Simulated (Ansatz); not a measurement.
Born–Oppenheimer molecular dynamics of BrClGeH$_{4}$ (7 atoms, charge 0, multiplicity 1). It starts at the highest image of a converged band. Of that band: A vibrational analysis at the climbing image gives 2 clearly imaginary modes (356i, 104i cm⁻¹): a point of higher order. A lower path may pass nearby, or the ends, which weren't checked, may share the extra mode.

Computed with RKS PBE0-D4/def2-SVP (Ansatz 0.2.0).

- ensemble: NVE (velocity Verlet)
- time step: 0.5 fs
- steps asked: 200
- starting velocities drawn for: 100 K
- seed: 10492

Frames 0.5 fs apart, positions in Å, forces in eV/Å.

Velocities at 35 fs (Å/ps):

```
Ge 3.79 -0.18 2.52
Cl 1.00 0.32 -7.29
H 3.08 3.30 -22.18
H -0.94 0.32 15.13
H -0.23 -1.12 5.58
Br -3.74 0.14 0.73
H -13.53 -12.05 18.51
```

```xyz
7
Properties=species:S:1:pos:R:3:forces:R:3 time_fs=35 energy_less_start_eV=-0.249 T=485
Ge -0.127 -0.003 -0.098 1.66 0.30 1.06
Cl 0.068 0.010 2.355 0.61 -0.18 -1.23
H 1.444 -0.141 -0.290 -0.66 0.10 0.07
H -0.617 1.407 -0.443 0.15 -0.12 -0.09
H -0.812 -1.191 -0.762 0.06 -0.13 0.06
Br -2.720 -0.002 1.024 -1.80 -0.03 0.18
H -1.776 -0.083 2.154 -0.02 0.06 -0.03
7
Properties=species:S:1:pos:R:3:forces:R:3 time_fs=35.5 energy_less_start_eV=-0.259 T=501
Ge -0.125 -0.003 -0.097 1.65 0.29 1.05
Cl 0.068 0.011 2.352 0.61 -0.18 -1.23
H 1.445 -0.139 -0.301 -0.66 0.09 0.08
H -0.618 1.407 -0.436 0.15 -0.11 -0.10
H -0.812 -1.192 -0.759 0.06 -0.12 0.06
Br -2.722 -0.002 1.025 -1.75 -0.03 0.26
H -1.783 -0.089 2.163 -0.07 0.07 -0.12
7
Properties=species:S:1:pos:R:3:forces:R:3 time_fs=36 energy_less_start_eV=-0.270 T=518
Ge -0.123 -0.003 -0.095 1.62 0.28 1.04
Cl 0.069 0.011 2.348 0.62 -0.19 -1.22
H 1.444 -0.137 -0.312 -0.63 0.09 0.10
H -0.618 1.407 -0.429 0.14 -0.10 -0.11
H -0.812 -1.192 -0.756 0.07 -0.11 0.07
Br -2.724 -0.001 1.025 -1.69 -0.04 0.34
H -1.790 -0.095 2.172 -0.12 0.07 -0.21
7
Properties=species:S:1:pos:R:3:forces:R:3 time_fs=36.5 energy_less_start_eV=-0.282 T=537
Ge -0.121 -0.004 -0.094 1.58 0.26 1.03
Cl 0.069 0.011 2.344 0.63 -0.20 -1.22
H 1.442 -0.135 -0.322 -0.59 0.09 0.11
H -0.617 1.406 -0.422 0.13 -0.09 -0.12
H -0.811 -1.194 -0.753 0.07 -0.09 0.08
Br -2.726 -0.001 1.025 -1.65 -0.05 0.42
H -1.797 -0.100 2.180 -0.17 0.08 -0.29
7
Properties=species:S:1:pos:R:3:forces:R:3 time_fs=37 energy_less_start_eV=-0.295 T=556
Ge -0.119 -0.004 -0.092 1.52 0.24 1.02
Cl 0.070 0.011 2.340 0.63 -0.20 -1.21
H 1.438 -0.133 -0.333 -0.53 0.08 0.12
H -0.617 1.406 -0.415 0.12 -0.07 -0.13
H -0.811 -1.195 -0.749 0.08 -0.08 0.09
Br -2.728 -0.001 1.026 -1.61 -0.06 0.48
H -1.804 -0.106 2.188 -0.20 0.09 -0.37
7
Properties=species:S:1:pos:R:3:forces:R:3 time_fs=37.5 energy_less_start_eV=-0.308 T=577
Ge -0.117 -0.004 -0.091 1.44 0.21 1.01
Cl 0.071 0.011 2.336 0.64 -0.21 -1.21
H 1.433 -0.130 -0.343 -0.44 0.07 0.12
H -0.616 1.405 -0.409 0.10 -0.05 -0.14
H -0.810 -1.197 -0.746 0.08 -0.06 0.10
Br -2.730 -0.001 1.026 -1.58 -0.06 0.54
H -1.813 -0.111 2.195 -0.24 0.10 -0.43
7
Properties=species:S:1:pos:R:3:forces:R:3 time_fs=38 energy_less_start_eV=-0.322 T=598
Ge -0.115 -0.004 -0.090 1.35 0.19 1.01
Cl 0.071 0.011 2.332 0.65 -0.21 -1.20
H 1.427 -0.127 -0.352 -0.34 0.06 0.12
H -0.614 1.404 -0.403 0.09 -0.03 -0.16
H -0.809 -1.199 -0.742 0.08 -0.04 0.11
Br -2.732 -0.001 1.027 -1.57 -0.07 0.58
H -1.821 -0.116 2.200 -0.26 0.10 -0.47
7
Properties=species:S:1:pos:R:3:forces:R:3 time_fs=38.5 energy_less_start_eV=-0.336 T=620
Ge -0.112 -0.004 -0.088 1.25 0.16 1.02
Cl 0.072 0.011 2.328 0.66 -0.21 -1.20
H 1.420 -0.124 -0.362 -0.23 0.05 0.11
H -0.613 1.403 -0.397 0.07 0.00 -0.17
H -0.808 -1.201 -0.738 0.08 -0.03 0.12
Br -2.735 -0.001 1.027 -1.56 -0.07 0.61
H -1.831 -0.120 2.205 -0.27 0.11 -0.50
7
Properties=species:S:1:pos:R:3:forces:R:3 time_fs=39 energy_less_start_eV=-0.350 T=642
Ge -0.110 -0.004 -0.087 1.14 0.14 1.03
Cl 0.073 0.011 2.323 0.67 -0.22 -1.19
H 1.413 -0.121 -0.371 -0.10 0.04 0.10
H -0.611 1.402 -0.392 0.05 0.02 -0.18
H -0.807 -1.203 -0.733 0.08 -0.01 0.13
Br -2.737 -0.001 1.028 -1.57 -0.07 0.62
H -1.841 -0.125 2.209 -0.28 0.11 -0.51
7
Properties=species:S:1:pos:R:3:forces:R:3 time_fs=39.5 energy_less_start_eV=-0.365 T=665
Ge -0.108 -0.004 -0.085 1.03 0.13 1.04
Cl 0.074 0.011 2.319 0.68 -0.22 -1.19
H 1.405 -0.118 -0.380 0.04 0.02 0.09
H -0.610 1.401 -0.387 0.03 0.04 -0.18
H -0.806 -1.205 -0.729 0.08 0.00 0.14
Br -2.739 -0.001 1.028 -1.58 -0.07 0.61
H -1.851 -0.129 2.211 -0.27 0.11 -0.50
7
Properties=species:S:1:pos:R:3:forces:R:3 time_fs=40 energy_less_start_eV=-0.379 T=687
Ge -0.105 -0.004 -0.084 0.91 0.11 1.05
Cl 0.075 0.011 2.315 0.70 -0.22 -1.19
H 1.397 -0.115 -0.389 0.17 0.01 0.08
H -0.608 1.400 -0.383 0.01 0.05 -0.19
H -0.804 -1.207 -0.724 0.07 0.01 0.14
Br -2.741 -0.001 1.028 -1.61 -0.07 0.58
H -1.863 -0.133 2.212 -0.25 0.10 -0.47
7
Properties=species:S:1:pos:R:3:forces:R:3 time_fs=40.5 energy_less_start_eV=-0.394 T=709
Ge -0.103 -0.004 -0.082 0.80 0.11 1.07
Cl 0.076 0.011 2.310 0.71 -0.22 -1.19
H 1.390 -0.112 -0.397 0.31 0.00 0.06
H -0.606 1.399 -0.379 -0.01 0.07 -0.20
H -0.802 -1.209 -0.718 0.07 0.02 0.15
Br -2.744 -0.001 1.029 -1.66 -0.06 0.54
H -1.875 -0.137 2.212 -0.22 0.10 -0.42
```

Of the whole run (100 fs, mean temperature of the second half 1535 K): The conserved energy stayed within 0.032 meV per atom of its start (net change -0.002 meV per atom), so the integration is sound. The kinetic energy rose, since the run started high on the potential surface and went downhill. It ends in pieces (BrH + ClGeH3), so much of that is their flight and rotation, not heat. A run of 0.1 ps of so small a system gives no equilibrium averages. The orbitals stay closed-shell, which can raise the energy where a bond breaks towards radicals; this wasn't checked here.

The run took 9.1 min on 2 threads of Arm Neoverse V1, with other jobs on the host, peak memory 0.25 GiB.
